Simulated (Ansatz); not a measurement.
C$_{2}$H$_{6}$BNO (`BOC(=C)N`). Charge 0, multiplicity 1. The geometry is a stationary point of PBE0-D4/def2-TZVP. It is one conformer, not always the lowest.

```xyz
11

B    -1.311    0.786   -1.226
O    -1.061    0.071   -0.112
C     0.155   -0.300    0.394
C     0.179   -0.883    1.592
N     1.233   -0.103   -0.441
H    -2.463    0.975   -1.474
H    -0.437    1.226   -1.920
H     1.114   -1.178    2.047
H    -0.747   -1.086    2.108
H     1.216    0.755   -0.972
H     2.121   -0.264    0.005
```

Problem. What is the dipole moment at ωB97M-V/def2-TZVPP? (Best estimate.)

Solution. The calculation gave: 2.14 D, with components (1.94, 0.88, -0.16) D in this frame, pointing from negative to positive charge.

Problem. And with PBE, r2SCAN, B3LYP? (Estimate.)

Solution. The calculation gave: PBE 2.19 D, r2SCAN 2.19 D, B3LYP 2.17 D.

Problem. Give the Mulliken charges with ωB97M-V, r2SCAN, B3LYP in def2-TZVPP. (An estimate is asked.)

Solution. The calculation gave: 
| atom | ωB97M-V | r2SCAN | B3LYP |
| --- | --- | --- | --- |
| B1 | -0.03 | 0.10 | 0.03 |
| O2 | -0.26 | -0.26 | -0.25 |
| C3 | 0.34 | 0.35 | 0.33 |
| C4 | -0.31 | -0.31 | -0.32 |
| N5 | -0.26 | -0.32 | -0.29 |
| H6 | 0.06 | -0.01 | 0.02 |
| H7 | 0.03 | -0.04 | -0.01 |
| H8 | 0.08 | 0.07 | 0.08 |
| H9 | 0.10 | 0.10 | 0.11 |
| H10 | 0.13 | 0.16 | 0.15 |
| H11 | 0.12 | 0.16 | 0.15 |

B3LYP here is the variant with VWN-RPA as its local correlation; programs differ in this.

All numbers were calculated with Ansatz.
